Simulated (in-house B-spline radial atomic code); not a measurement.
Settings and results of a run for the zinc ion Zn³⁺. All numbers are computed (scalar-relativistic (X2C) B97-1, spin-polarised, spherical fractional occupations, exact exchange averaged over the configuration; Fermi nucleus of rms radius 3.9283 fm) with a B-spline radial code for spherical atoms, not measured.

Command:
```bash
python run_scf.py task.json out
```
Settings (nuclear radius in fm, mass in u):
```
Z                30
configuration    [Ar] 3d9
hamiltonian      x2c
method           b97_1
spin_polarised   True
nucleus          fermi
rms_radius       3.9283
atomic_mass      63.92914
speed_of_light   137.035999084
exact_exchange   averaged over the configuration
```

Output (hartree, bohr):
```
 radial grid: 68 intervals, B-splines of order 8, outer radius 18.6486 bohr

 iter        energy (Eh)    residual
    1       -1783.296635    4.58e-01
    2       -1784.623397    6.61e-01
    3       -1793.296133    6.60e-02
    4       -1793.393200    2.46e-02
    5       -1793.398310    7.51e-03
    6       -1793.399050    4.80e-03
    7       -1793.399586    2.40e-04
    8       -1793.399587    1.72e-05
    9       -1793.399587    3.58e-07
   10       -1793.399587    5.20e-08

 total energy                     -1793.39959
 kinetic                            1826.4149
 electron-nucleus                  -4285.5834
 Hartree                             736.5350
 exact exchange                      -14.4798
 exchange-correlation                -56.2862

 orbital      occ     eigenvalue          <r>       <r^2>       <1/r>       r_max
 1s up      1.000      -352.9085    0.0499435  0.00336831     30.7617      0.0325
 1s down    1.000      -352.9085    0.0499433  0.00336829     30.7618      0.0325
 2s up      1.000       -44.7141     0.225815   0.0602303     6.67628      0.1892
 2s down    1.000       -44.6845     0.225707   0.0601691     6.67964      0.1891
 2p up      3.000       -38.9337      0.19822    0.048196     6.46735       0.152
 2p down    3.000       -38.9095     0.198096   0.0481282     6.47041       0.152
 3s up      1.000        -6.5329     0.677294    0.529346      2.1126      0.5877
 3s down    1.000        -6.4757     0.678046    0.530597     2.10924      0.5879
 3p up      3.000        -4.7972     0.705934    0.586679     1.95176      0.5916
 3p down    3.000        -4.7353     0.707381    0.589297     1.94712      0.5921
 3d up      5.000        -1.9854     0.812922    0.840439     1.60777      0.5592
 3d down    4.000        -1.9389     0.820699    0.858992      1.5973      0.5611
```

Cost of the run: 0.69 s on 1 thread of Arm Neoverse N1, with other jobs on the host.

One-electron X2C: radii and densities carry no picture-change correction, so inner-shell <1/r> comes out high (for 1s by about 2 % at Z = 33, 5 % at 54, 10 % at 75, 30 % at 118) and <r> low.
